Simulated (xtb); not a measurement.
xtb input file for C2H2F, SMILES C=[C]F, multiplicity 2, GFN2-xTB. 

```
$ xtb mol.xyz --gfn 2 --ohess tight --chrg 0 --uhf 1 --json
$ cat mol.xyz
5

C     -0.50470000     0.00630000     0.05800000
C      0.71560000    -0.46640000     0.16850000
F      1.87630000     0.01950000    -0.23270000
H     -0.75510000     0.92870000    -0.51240000
H     -1.35130000    -0.50750000     0.49890000
```

It prints:

```
[banner left out]
          |                Calculation Setup                |
           -------------------------------------------------



           -------------------------------------------------
          |                 G F N 2 - x T B                 |
           -------------------------------------------------

        Reference                      10.1021/acs.jctc.8b01176
      * Hamiltonian:
        H0-scaling (s, p, d)           1.850000    2.230000    2.230000
        zeta-weighting                 0.500000
      * Dispersion:
        s8                             2.700000
        a1                             0.520000
        a2                             5.000000
        s9                             5.000000
      * Repulsion:
        kExp                           1.500000    1.000000
        rExp                           1.000000
      * Coulomb:
        alpha                          2.000000
        third order                    shell-resolved
        anisotropic                    true
        a3                             3.000000
        a5                             4.000000
        cn-shift                       1.200000
        cn-exp                         4.000000
        max-rad                        5.000000


          ...................................................
          :                      SETUP                      :
          :.................................................:
          :  # basis functions                  14          :
          :  # atomic orbitals                  14          :
          :  # shells                            8          :
          :  # electrons                        17          :
          :  max. iterations                   250          :
          :  Hamiltonian                  GFN2-xTB          :
          :  restarted?                      false          :
          :  GBSA solvation                  false          :
[...]
 integral evaluation            ...        0 min,  0.000 sec ( 26.231%)
 iterations                     ...        0 min,  0.000 sec ( 22.732%)
 molecular gradient             ...        0 min,  0.000 sec ( 38.775%)
 printout                       ...        0 min,  0.000 sec (  4.393%)

         :::::::::::::::::::::::::::::::::::::::::::::::::::::
         ::                     SUMMARY                     ::
         :::::::::::::::::::::::::::::::::::::::::::::::::::::
         :: total energy              -9.893848658316 Eh    ::
         :: gradient norm              0.000087264643 Eh/a0 ::
         :: HOMO-LUMO gap              3.758428310487 eV    ::
         ::.................................................::
         :: SCC energy               -10.003455733326 Eh    ::
         :: -> isotropic ES            0.006506603736 Eh    ::
         :: -> anisotropic ES          0.000790201084 Eh    ::
         :: -> anisotropic XC          0.001333684153 Eh    ::
         :: -> dispersion             -0.001261093619 Eh    ::
         :: repulsion energy           0.109607075010 Eh    ::
         :: add. restraining           0.000000000000 Eh    ::
         :: total charge               0.000000000000 e     ::
         :::::::::::::::::::::::::::::::::::::::::::::::::::::

           -------------------------------------------------
          |                Numerical Hessian                |
           -------------------------------------------------
step length          :   0.00500
SCC accuracy         :   0.30000
Hessian scale factor :   1.00000
frozen atoms in %    :   0.00000    0
RMS gradient         :   0.00009
estimated CPU  time      0.00 min

writing file <hessian>.

 projected vibrational frequencies (cm⁻¹)
eigval :       -0.00    -0.00     0.00     0.00     0.00     0.00
eigval :      377.86   546.96   838.82   921.51  1120.21  1337.69
eigval :     1776.95  2905.99  3132.25
           -------------------------------------------------
          |                Property Printout                |
           -------------------------------------------------

    * Orbital Energies and Occupations

         #    Occupation            Energy/Eh            Energy/eV
      -------------------------------------------------------------
         1        2.0000           -0.8372026             -22.7814
         2        2.0000           -0.6406166             -17.4321
         3        2.0000           -0.5874302             -15.9848
         4        2.0000           -0.5424066             -14.7596
         5        2.0000           -0.5421923             -14.7538
         6        2.0000           -0.5289848             -14.3944
         7        2.0000           -0.4920126             -13.3883
         8        2.0000           -0.4268238             -11.6145
         9        1.0000           -0.3506483              -9.5416 (HOMO)
        10                         -0.2125285              -5.7832 (LUMO)
        11                          0.0741176               2.0168
        12                          0.1617377               4.4011
        13                          0.3401628               9.2563
        14                          0.6776619              18.4401
      -------------------------------------------------------------
                  HL-Gap            0.1381198 Eh            3.7584 eV
             Fermi-level           -0.3351622 Eh           -9.1202 eV

     #   Z          covCN         q      C6AA      α(0)
     1   6 C        2.832    -0.111    30.791     9.093
     2   6 C        1.765     0.090    29.003     8.707
     3   9 F        0.785    -0.145    10.684     3.861
     4   1 H        0.925     0.088     1.900     2.155
     5   1 H        0.926     0.078     1.998     2.210

 Mol. C6AA /au·bohr⁶  :        285.149632
 Mol. C8AA /au·bohr⁸  :       6653.866981
 Mol. α(0) /au        :         26.026993


Wiberg/Mayer (AO) data.
largest (>0.10) Wiberg bond orders for each atom
Molecule has the following symmetry elements: (sigma)
It seems to be the Cs point group

 ---------------------------------------------------------------------------
     #   Z sym  total        # sym  WBO       # sym  WBO       # sym  WBO
 ---------------------------------------------------------------------------
     1   6 C    3.976 --     2 C    2.027     5 H    0.956     4 H    0.892
     2   6 C    3.243 --     1 C    2.027     3 F    1.123
     3   9 F    1.255 --     2 C    1.123
     4   1 H    0.983 --     1 C    0.892
     5   1 H    0.994 --     1 C    0.956
 ---------------------------------------------------------------------------

Topologies differ in total number of bonds
Writing topology from bond orders to xtbtopo.mol

molecular dipole:
                 x           y           z       tot (Debye)
 q only:       -0.608      -0.002       0.077
   full:       -0.646       0.095       0.020       1.661
molecular quadrupole (traceless):
                xx          xy          yy          xz          yz          zz
 q only:       -1.338      -0.190       0.877       0.334      -0.360       0.461
  q+dip:       -0.980      -0.830       0.980       0.610      -0.798      -0.000
   full:       -1.669      -0.481       1.129       0.567      -0.458       0.540

           -------------------------------------------------
          |                Geometry Summary                 |
           -------------------------------------------------

      molecular mass/u    :       45.0357565
   center of mass at/Å    :        0.7933430      -0.1033736      -0.0399024
  moments of inertia/u·Å² :        0.4152987E+01   0.5002921E+02   0.5418219E+02
rotational constants/cm⁻¹ :        0.4059159E+01   0.3369558E+00   0.3111286E+00

 * 3 selected distances

     #   Z          #   Z                                           value/Å
     1   6 C        2   6 C                                       1.2962360 (max)
     1   6 C        4   1 H                                       1.0895742
     1   6 C        5   1 H                                       1.0744672 (min)

 * 2 distinct bonds (by element types)

   Z      Z             #   av. dist./Å        max./Å        min./Å
   1 H    6 C           2     1.0820207     1.0895742     1.0744672
   6 C    6 C           1     1.2962360     1.2962360     1.2962360

           -------------------------------------------------
          |               Frequency Printout                |
           -------------------------------------------------
 projected vibrational frequencies (cm⁻¹)
eigval :       -0.00    -0.00     0.00     0.00     0.00     0.00
eigval :      377.86   546.96   838.82   921.51  1120.21  1337.69
eigval :     1776.95  2905.99  3132.25
 reduced masses (amu)
   1: 10.88   2: 15.33   3: 14.42   4: 16.37   5: 12.77   6:  8.36   7: 10.49   8:  5.75
   9:  3.29  10:  7.34  11: 12.41  12:  2.20  13: 11.95  14:  1.72  15:  1.82
 IR intensities (km·mol⁻¹)
   1:  1.06   2:  1.26   3:  0.45   4:  0.09   5:  0.35   6:  2.12   7:  1.08   8: 10.45
   9: 36.82  10: 24.54  11:125.24  12:  0.65  13:188.52  14:  3.87  15:  0.95
 Raman intensities (Ä⁴*amu⁻¹)
   1:  0.00   2:  0.00   3:  0.00   4:  0.00   5:  0.00   6:  0.00   7:  0.00   8:  0.00
   9:  0.00  10:  0.00  11:  0.00  12:  0.00  13:  0.00  14:  0.00  15:  0.00
 output can be read by thermo (or use thermo option).
 writing <g98.out> molden fake output.
 recommended (thermochemical) frequency scaling factor: 1.0
           -------------------------------------------------
          |             Thermodynamic Functions             |
           -------------------------------------------------

cs  symmetry found (for desy threshold:  0.10E+00) used in thermo

          ...................................................
          :                      SETUP                      :
          :.................................................:
          :  # frequencies                           9      :
          :  # imaginary freq.                       0      :
          :  linear?                             false      :
          :  only rotor calc.                    false      :
Note: The following floating-point exceptions are signalling: IEEE_DENORMAL
normal termination of xtb
          :  symmetry                               cs      :
          :  rotational number                       1      :
          :  scaling factor                  1.0000000      :
          :  rotor cutoff                   50.0000000 cm⁻¹ :
          :  imag. cutoff                  -20.0000000 cm⁻¹ :
          :.................................................:

    mode    ω/cm⁻¹     T·S(HO)/kcal·mol⁻¹    T·S(FR)/kcal·mol⁻¹   T·S(vib)
   ------------------------------------------------------------------------
   ------------------------------------------------------------------------

   temp. (K)  partition function   enthalpy   heat capacity  entropy
                                   cal/mol     cal/K/mol   cal/K/mol   J/K/mol
 298.15  VIB   1.33                  423.577      4.146      1.989
         ROT  0.811E+04              888.752      2.981     20.867
         INT  0.108E+05             1312.330      7.126     22.856
         TR   0.292E+27             1481.254      4.968     37.323
         TOT                        2793.5836    12.0946    60.1789   251.7886

       T/K    H(0)-H(T)+PV         H(T)/Eh          T*S/Eh         G(T)/Eh
   ------------------------------------------------------------------------
    298.15    0.445186E-02    0.339729E-01    0.285929E-01    0.537996E-02
   ------------------------------------------------------------------------

         :::::::::::::::::::::::::::::::::::::::::::::::::::::
         ::                  THERMODYNAMIC                  ::
         :::::::::::::::::::::::::::::::::::::::::::::::::::::
         :: total free energy          -9.888468700503 Eh   ::
         ::.................................................::
         :: total energy               -9.893848658317 Eh   ::
         :: zero point energy           0.029521046345 Eh   ::
         :: G(RRHO) w/o ZPVE           -0.024141088531 Eh   ::
         :: G(RRHO) contrib.            0.005379957814 Eh   ::
         :::::::::::::::::::::::::::::::::::::::::::::::::::::

optimized geometry written to: xtbopt.xyz


           -------------------------------------------------
          | TOTAL ENERGY               -9.893848658317 Eh   |
          | TOTAL ENTHALPY             -9.859875753115 Eh   |
          | TOTAL FREE ENERGY          -9.888468700503 Eh   |
          | GRADIENT NORM               0.000087315839 Eh/α |
          | HOMO-LUMO GAP               3.758430329871 eV   |
           -------------------------------------------------

------------------------------------------------------------------------
------------------------------------------------------------------------
 total:
 SCF:
 ANC optimizer:
 analytical hessian:
```

Self-consistency was reached.
